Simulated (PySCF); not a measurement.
ClO2W, neutral, multiplicity 2. Atoms are numbered in the order given.

```xyz
4

W      0.2276     0.0765     0.0000
O      1.1458    -0.2527    -1.4066
O      1.1458    -0.2527     1.4066
Cl    -2.0693    -0.0951     0.0000
```
Charge 0, spin multiplicity 2.

Coordinates come from a B3LYP-D3(BJ)/def2-SVP optimisation. The spin state was assumed, not searched. The isomer is the one that the SMILES or the coordinates give; other isomers of the formula were not compared. The def2 effective core potentials stand for the cores of W; spin–orbit coupling is left out.

Level of theory: PySCF with PBE/def2-TZVPD.

Mulliken values depend strongly on the basis, most of all with diffuse functions as here. ESP charges are fitted to the potential on shells at 1.4 to 2.0 van der Waals radii. Atomic charges (e):

| atom | ESP fit | Mulliken | Mulliken spin |
|---|---|---|---|
| W1 | 0.83 | 1.24 | 1.16 |
| O2 | -0.35 | -0.43 | -0.06 |
| O3 | -0.35 | -0.43 | -0.06 |
| Cl4 | -0.14 | -0.37 | -0.04 |
